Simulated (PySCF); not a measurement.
**Magnetisability: `CCCC(=O)O[SiH2]N`, C$_{4}$H$_{11}$NO$_{2}$Si**

Geometry:
```
atom   x (Å)   y (Å)   z (Å)
  C1   3.336  -0.483   0.345
  C2   1.862  -0.859   0.273
  C3   0.994   0.342  -0.090
  C4  -0.470  -0.013  -0.195
  O5  -0.900  -1.137  -0.232
  O6  -1.240   1.059  -0.248
 Si7  -2.903   1.082  -0.333
  N8  -3.506  -0.030   0.824
  H9   3.937  -1.351   0.606
 H10   3.682  -0.103  -0.614
 H11   3.500   0.286   1.096
 H12   1.711  -1.642  -0.471
 H13   1.534  -1.256   1.236
 H14   1.298   0.753  -1.057
 H15   1.098   1.141   0.647
 H16  -3.239   0.847  -1.739
 H17  -3.162   2.437   0.129
 H18  -3.042  -0.925   0.884
 H19  -4.498  -0.139   0.949
```

Theory: GIAO PBE/pcSseg-1 magnetisability, rotational g tensor and spin-rotation constants, non-relativistic, gas phase in PySCF 2.14.0. Geometry: GFN2-xTB.

Task: What are the magnetisability and the molar susceptibility?

Result: Isotropic -1301 × 10⁻³⁰ J/T², or -78.3 × 10⁻⁶ cm³/mol; principal values -1370, -1307, -1225 × 10⁻³⁰ J/T², anisotropy 126 × 10⁻³⁰ J/T² (root of half the summed squared differences of the principal values). The susceptibility is in cgs units.

Task: Split it along the inertial axes a, b, c into diamagnetic and paramagnetic parts about the centre of mass, with the quadrupole moment.

Result: 
| axis | χ (10⁻⁶ cm³/mol) | diamagnetic (10⁻⁶ cm³/mol) | paramagnetic (10⁻⁶ cm³/mol) | summed x² of all electrons (Å²) | quadrupole Θ (D Å) |
| --- | --- | --- | --- | --- | --- |
| a | -78.9 | -359.6 | 280.7 | 414.4 | +10.94 |
| b | -75.2 | -1875.1 | 1800.0 | 57.1 | -4.74 |
| c | -80.9 | -2000.3 | 1919.4 | 27.6 | -6.20 |

Anisotropies 2χaa − χbb − χcc = -1.7 and 2χbb − χaa − χcc = +9.5 × 10⁻⁶ cm³/mol. Θ is traceless in Buckingham's convention.

Task: And the rotational g tensor?

Result: 
```
axis  rotational constant (GHz)        g  nuclear part  electronic part
   a                     5.1863  -0.0609        0.6230          -0.6839
   b                     0.7014  -0.0064        0.5867          -0.5931
   c                     0.6532  -0.0040        0.5851          -0.5890
```
Asymmetric top; isotopes 12C, 1H, 14N, 16O, 28Si; no vibrational averaging.
